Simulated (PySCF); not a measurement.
PySCF input for Te(F)(OSiH3) (FH3OSiTe), SMILES F[Te]O[SiH3], C-PCM-M06-2X/def2-SVP. Geometry: PBE-D3(BJ)/def2-SVP. The def2 effective core potentials stand for the cores of Te; spin–orbit coupling is left out. Other conformers were not sampled.

```python
import numpy as np
from pyscf import gto, scf, dft
from pyscf.solvent import pcm

mol = gto.M(
    atom='''
    Te   -0.22180044    0.55191587    0.58055898
    F    -1.97777901   -0.21333563    0.14425309
    O     0.91812489   -0.96136546   -0.07179442
    Si    1.27273993   -1.11181721   -1.73526298
    H     0.01315863   -1.25306152   -2.54247908
    H     2.10978614   -2.35176763   -1.84977157
    H     2.04733085    0.08158883   -2.22705731
    ''',
    basis='def2-SVP',
    ecp={'Te': 'def2-svp'},
    charge=0,
    spin=0,
    max_memory=1600,
    verbose=3,
)
mf = dft.RKS(mol, xc='m06-2x').density_fit(auxbasis='def2-universal-jkfit')
mf.grids.level = 4
mf.conv_tol = 1e-9
mf.max_cycle = 100
mf.kernel()
res = {}
for name, eps in {'water': 78.355, 'chlorobenzene': 5.6968, '1-octanol': 9.8629}.items():
    s = mf.PCM()
    s.with_solvent.method, s.with_solvent.eps, s.with_solvent.lebedev_order = 'C-PCM', eps, 29
    s.kernel(mf.make_rdm1())
    res[name] = (s.e_tot, eps, s.dip_moment(), s.mo_energy, s.converged)
    print(f'{name}: electrostatic solvation free energy {(s.e_tot - mf.e_tot) * 627.509474:.3f} kcal/mol')
```

It prints:

```
converged SCF energy = -733.979465086892

WARN: PCM is an experimental feature. It is still in testing.
Features and APIs may be changed in the future.

converged SCF energy = -733.988312063152
Dipole moment(X, Y, Z, Debye):  1.96989,  2.83492,  0.19132
water: electrostatic solvation free energy -5.552 kcal/mol

WARN: PCM is an experimental feature. It is still in testing.
Features and APIs may be changed in the future.

converged SCF energy = -733.986660476434
Dipole moment(X, Y, Z, Debye):  1.89425,  2.69799,  0.17174
chlorobenzene: electrostatic solvation free energy -4.515 kcal/mol

WARN: PCM is an experimental feature. It is still in testing.
Features and APIs may be changed in the future.

converged SCF energy = -733.987401389504
Dipole moment(X, Y, Z, Debye):  1.92788,  2.75874,  0.18044
1-octanol: electrostatic solvation free energy -4.980 kcal/mol
```

The calculation finished and met its thresholds.
